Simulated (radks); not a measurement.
Q: These are the eigenvalues of the occupied orbitals of an atom or ion with whole-number occupations (hartree). All-electron calculation, Dirac Kohn-Sham, PBEsol, spin-unpolarised, spherical densities, point nucleus. Program: a radial shooting solver on a logarithmic mesh with Libxc functionals.

| orbital | eigenvalue |
|---|---|
| 1s1/2 | -49.82382 |
| 2s1/2 | -5.89233 |
| 2p1/2 | -4.73475 |
| 2p3/2 | -4.72159 |

Which element is it, and in what charge state? The configuration may be excited. Open shells, if any, fill j = l - 1/2 first.

A: Z = 12, magnesium, charge +4: Mg4+ in [He] 2s2 2p4. The list shows which subshells hold electrons but not how many an open one holds; the 1s level, -49.824 hartree, gives Z - s = 10.0 by -(Z - s)^2/2, which with screening and relativity narrows Z to a few neighbours, and the depths of the outer levels then fix element, charge and occupations together.
